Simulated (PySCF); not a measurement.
GaI₂, SMILES [Ga]([I])[I], multiplicity 2.

The structure is a stationary point at PBE0-D3(BJ)/def2-SVP. The spin state was assumed, not searched. The isomer is the one that the SMILES or the coordinates give; other isomers of the formula were not compared. The def2 effective core potentials stand for the cores of I; spin–orbit coupling is left out.

Computed with TDA-PBE/def2-SVPD in PySCF.

Vertical excitations. The molecule is in vacuum.

Computed excitation energies, oscillator strengths and character:
| state | energy (eV) | λ (nm) | f | main pairs |
|---|---|---|---|---|
| root 1 | 1.79 | 692 | 0.001 | β HOMO→LUMO 99 % |
| root 2 | 1.93 | 642 | 0.000 | β HOMO−1→LUMO 100 % |
| root 3 | 2.27 | 546 | 0.001 | β HOMO−3→LUMO 98 % |
| root 4 | 2.31 | 538 | 0.006 | β HOMO−2→LUMO 98 % |
| root 5 | 2.78 | 446 | 0.009 | α HOMO→LUMO 97 % |
| root 6 | 3.51 | 353 | 0.038 | α HOMO−2→LUMO 20 %, β HOMO−4→LUMO 75 % |
| root 7 | 3.75 | 331 | 0.000 | α HOMO−1→LUMO 98 % |
| root 8 | 3.92 | 316 | 0.015 | α HOMO−2→LUMO 53 %, β HOMO−1→LUMO+1 37 %, β HOMO−4→LUMO 8 % |
| root 9 | 4.03 | 308 | 0.037 | α HOMO→LUMO+1 92 % |
| root 10 | 4.07 | 305 | 0.000 | β HOMO→LUMO+1 98 % |
Unrestricted roots are not spin-pure.
